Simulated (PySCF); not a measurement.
## Identify the compound

Molecular formula: C$_{7}$H$_{9}$ClO. Simulated spectra:

¹H NMR (300 MHz, computed): δ 5.69 (m, 1H), 5.59 (m, 1H), 5.51 (m, 1H), 1.97 (m, 1H), 1.76 (m, 1H), 1.39 (s, 3H), 0.80 (m, 1H).

¹³C{¹H} NMR (computed): δ 186.4 (C), 144.5 (CH), 127.9 (CH2), 41.5 (CH), 35.3 (C), 30.4 (CH2), 18.8 (CH3).

PySCF calculation with GIAO PBE0/pcSseg-1 shieldings and coordinates at the PBE0-D3(BJ)/def2-SVP level; rapidly exchanging positions averaged, non-relativistic, in vacuum, one computed conformer.

Referencing at the same level of theory: ¹H, ¹³C against TMS.

Question: What is the structure?

Answer: 
1. Rings plus π bonds: 3 (1 ring in the answer).
2. 7 carbon signals for 7 carbons: no two carbons are equivalent.
3. Carbon types of the structure: 2 × C, 2 × CH, 2 × CH2, 1 × CH3, which accounts for all hydrogens.
4. δC 186.4: carbonyl carbon.
5. δC 144.5: alkene CH; an sp2 carbon of a C=C bond.
6. δC 127.9: terminal =CH2 carbon; an sp2 carbon of a C=C bond.
7. δC 41.5, 35.3, 30.4: three-membered-ring carbon; a saturated carbon with 3 carbon neighbours and no heteroatom attached.
8. δC 18.8: methyl carbon; saturated and bonded to C and H only.
9. δH 5.69, 5.59: hydrogen on a terminal =CH2 carbon; a vinylic proton, deshielded by the sp2 carbon and the C=C anisotropy.
10. δH 5.51: hydrogen on an alkene CH; olefinic region.

The compound is `C=C[C@@H]1C[C@@]1(C)C(=O)Cl`.

The shifts were computed for this structure. Such data don't tell enantiomers apart.

Carbons that carry Cl, above all several Cl atoms, come out too deshielded, partly because spin–orbit coupling is missing. Shifts are as computed. Against solution values, carbons near 30 ppm lie about +2 ppm off and those near 130 ppm about +5 ppm; carbons on Cl a further +5 ppm (rms about the fit 1.9 ppm; single classes can miss by 10 ppm). Of 1328 compounds with measured shifts, 309 miss one by over three times the rms of a fit or turn the order of signals round; such compounds aren't used in these exercises. Signals without a measured value on file couldn't be tested in this way; 1H shifts scatter by 0.2 ppm about their fit, and single ones miss by 0.5 ppm. Multiplicities follow the n + 1 count of equivalent neighbours, as no J values were calculated; m marks all less simple cases, F and P coupling included.
